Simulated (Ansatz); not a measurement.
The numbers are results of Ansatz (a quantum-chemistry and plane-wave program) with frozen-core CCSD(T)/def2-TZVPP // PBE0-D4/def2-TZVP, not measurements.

Ansatz 0.2 input:
```yaml
crystal:
  periodic: [false, false, false]
  atoms:
    - { symbol: C, position_ang: [1.710495, -0.248705, 0.033628] }
    - { symbol: C, position_ang: [0.516668, -0.078796, -0.067838] }
    - { symbol: Si, position_ang: [-1.242248, 0.166523, -0.380836] }
    - { symbol: H, position_ang: [2.761027, -0.397766, 0.136244] }
    - { symbol: H, position_ang: [-1.696243, 1.496569, 0.094599] }
    - { symbol: H, position_ang: [-2.0521, -0.941867, 0.181977] }
basis:
  gaussian: { orbitals: def2-TZVPP }
correlation:
  method: ccsd_t
magnetization:
  spin_polarized: true
  initial_magnetization: 1
```

Output:

```
Functional definition: HF
858 factors; integrals over basis functions are off by at most 9.2e-4 eV
mean field evaluation 1: about -9966.0603 eV, gradient 2.0e1 eV
mean field evaluation 2: about -9966.0672 eV, gradient 2.0e1 eV
mean field evaluation 4: about -9968.9499 eV, gradient 2.5e0 eV
mean field evaluation 8: about -9969.0682 eV, gradient 2.5e-1 eV
mean field evaluation 16: about -9969.0830 eV, gradient 2.7e-6 eV
mean field evaluation 32: about -9969.0768 eV, gradient 2.1e-1 eV
mean field evaluation 64: about -9964.0347 eV, gradient 1.1e-1 eV
mean field evaluation 96: about -9964.9410 eV, gradient 8.8e0 eV
mean field -9969.08299093 eV, -366.3570426294 hartree, gradient 2.7e-6 eV, S^2 0.846781; 2 other end points of the search recorded, 0 dependent functions left out
7 core orbitals not correlated
reference -9969.08299093 eV, -366.3570426294 hartree; 8, 7 occupied and 131, 132 virtual orbitals, 858 factors
second order -10.74941810 eV of doubles, -0.00000000 eV of singles
cycle   1  -11.07381992 eV  change   -3.2e-1 eV  update   9.8e-2
cycle   2  -11.50801117 eV  change   -4.3e-1 eV  update   3.8e-2
cycle   3  -11.62998274 eV  change   -1.2e-1 eV  update   2.4e-2
cycle   4  -11.63925554 eV  change   -9.3e-3 eV  update   1.1e-2
cycle   5  -11.64167846 eV  change   -2.4e-3 eV  update   4.1e-3
cycle   6  -11.64218488 eV  change   -5.1e-4 eV  update   1.7e-3
cycle   7  -11.64264801 eV  change   -4.6e-4 eV  update   6.1e-4
cycle   8  -11.64271716 eV  change   -6.9e-5 eV  update   2.6e-4
cycle   9  -11.64266281 eV  change    5.4e-5 eV  update   1.2e-4
cycle  10  -11.64267398 eV  change   -1.1e-5 eV  update   5.2e-5
cycle  11  -11.64269374 eV  change   -2.0e-5 eV  update   2.3e-5
cycle  12  -11.64269361 eV  change    1.3e-7 eV  update   1.1e-5
perturbative correction -0.58085179 eV, -0.0213459096 hartree
Total energy: -9981.30653633 eV, -366.8062496377 hartree
```

Cost: very roughly 50 core-seconds.
